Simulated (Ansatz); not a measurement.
Consider the cleavage of the Si–P bond: `O[SiH2]P[SiH3]` + `C[SiH](O)O` → `C[SiH](O)O[SiH2]O` + `[SiH3]P`.

Gas-phase electronic energies from Ansatz, PBE0-D4/def2-TZVP geometries. CCSD(T)/CBS adds triple-zeta CCSD(T) − MP2 to the extrapolated MP2 energy (def2 sets, frozen cores). This one scheme is used for every species. Functionals use def2-TZVPP. B3LYP here is the variant with VWN-RPA as its local correlation; programs differ in this. One conformer a species, not always the lowest.

```
        level  ΔE (kcal/mol)
      ωB97X-V          -24.2
        B3LYP          -25.1
HF/def2-QZVPP          -30.8
 HF/CBS(def2)          -30.9
```

**Question.** What does CCSD(T)/CBS give? (An estimate is asked.)

**Answer.** The calculation gave: -24.1 kcal/mol. The listed levels differ from it by -0.1, -1.0, -6.7, -6.8 kcal/mol.

Largest T1 diagnostic among the species: 0.013.

In def2-TZVPP, CCSD(T) changes the Hartree–Fock value by +5.5 kcal/mol (the triples alone add +1.0 kcal/mol) and MP2 by +6.1 kcal/mol. From PBE to PBE0 (25 % exact exchange), in def2-TZVPP and without D4, ΔE moves by −1.7 kcal/mol.
